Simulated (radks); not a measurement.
Results of a calculation; reference values are marked as such.
All-electron atom: Ge XXXII in 1s1 (the NIST ground configuration). Code: a radial shooting solver on a logarithmic mesh with Libxc functionals. Model: Dirac Kohn-Sham, Slater X-alpha with alpha = 0.707, spin-unpolarised, spherical densities, finite nucleus; Fermi nuclear charge, rms radius 4.0742 fm.

Normalised radial functions P(r) = r R(r) (large component), r in bohr:

```
   r/bohr * 1s1/2 (the largest magnitude, 4.15, reaches the edge; | marks zero)
  0.00169 |       *
 0.001831 |        *
 0.001967 |         *
 0.002131 |         *
  0.00229 |          *
 0.002481 |           *
 0.002666 |            *
 0.002865 |            *
 0.003104 |             *
 0.003336 |              *
 0.003613 |               *
 0.003883 |                *
 0.004207 |                  *
 0.004521 |                   *
 0.004858 |                    *
 0.005263 |                     *
 0.005656 |                       *
 0.006127 |                        *
 0.006584 |                          *
 0.007132 |                           *
 0.007665 |                             *
 0.008237 |                              *
 0.008923 |                                *
 0.009589 |                                  *
  0.01039 |                                    *
  0.01116 |                                     *
  0.01209 |                                       *
    0.013 |                                         *
  0.01397 |                                           *
  0.01513 |                                            *
  0.01626 |                                              *
  0.01761 |                                                *
  0.01893 |                                                 *
   0.0205 |                                                  *
  0.02204 |                                                    *
  0.02368 |                                                    *
  0.02565 |                                                     *
  0.02757 |                                                      *
  0.02986 |                                                      *
  0.03209 |                                                      *
  0.03477 |                                                      *
  0.03736 |                                                     *
  0.04015 |                                                    *
  0.04349 |                                                  *
  0.04674 |                                                 *
  0.05063 |                                              *
  0.05441 |                                            *
  0.05895 |                                         *
  0.06335 |                                      *
  0.06808 |                                   *
  0.07375 |                                *
  0.07925 |                            *
  0.08585 |                         *
  0.09226 |                      *
  0.09995 |                  *
   0.1074 |               *
   0.1154 |            *
    0.125 |          *
   0.1344 |        *
   0.1456 |     *
   0.1564 |    *
   0.1695 |  *
   0.1821 |  *
```

1s1/2: eigenvalue -13840.3 eV, 0 radial nodes, <r> = 0.0462 bohr, 90 % of the charge inside 0.0823 bohr.
